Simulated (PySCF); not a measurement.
**Computed properties of C2H8F2Si2, SMILES FC(F)C([SiH3])[SiH3]**

C₂H₈F₂Si₂, SMILES FC(F)C([SiH3])[SiH3]. Geometry: B3LYP-D3(BJ)/def2-SVP. This is a generated structure with no PubChem entry under its InChIKey; it may be hypothetical. Other conformers were not sampled. All values are computed for the isolated molecule unless a solvent is named; none is compared with measurement here.

**Structure.** All 36 harmonic modes at B3LYP-D3(BJ)/def2-SVP (PySCF) are real, so it is a minimum. With heavy atoms numbered as in [F:1][CH:2]([F:3])[CH:4]([SiH3:5])[SiH3:6], the shortest bond between them is F1–C2 at 1.367 Å and the longest C4–Si5 at 1.912 Å.

**Vibrations.** The strongest infrared lines (harmonic, unscaled, degenerate partners summed) lie at 915 cm⁻¹ (328 km/mol, H 93 %), 1104 cm⁻¹ (194 km/mol, C 63 %, F 23 %, H 14 %), 1156 cm⁻¹ (134 km/mol, C 58 %, H 21 %, F 21 %). The softest mode is at 66 cm⁻¹ and the zero-point energy is 57.1 kcal/mol.

**Electronic structure.** M06-2X/def2-TZVP (PySCF) places the frontier levels at -10.03 and 0.91 eV, a gap of 10.94 eV, and gives a dipole moment of 2.04 D and a mean polarisability of 77.4 bohr³. PBE/def2-TZVP (PySCF) at the same geometry gives -7.67 and -0.59 eV, so its gap is 3.86 eV narrower. An orbital gap is neither the optical nor the fundamental gap.

**Excitations.** TDDFT-M06-2X/def2-SVPD (PySCF) has S1 at 8.01 eV (155 nm, f = 0.040, weak); the most intense of the 10 singlets computed lies at 8.62 eV (f = 0.17). T1 (TDA) is at 7.67 eV. TDDFT-PBE/def2-SVPD (PySCF) puts S1 at 7.19 eV. No vertical singlet excitation falls in the visible range (under 3.1 eV).

**NMR.** GIAO shifts at PBE0/pcSseg-1 (PySCF) (non-relativistic, atoms alike by connectivity averaged): ¹³C from 12.5 to 124.4 ppm against TMS; ¹H from 1.1 to 6.4 ppm against TMS; ²⁹Si at -69.7 ppm against TMS; ¹⁹F at -125.5 ppm against CFCl3.
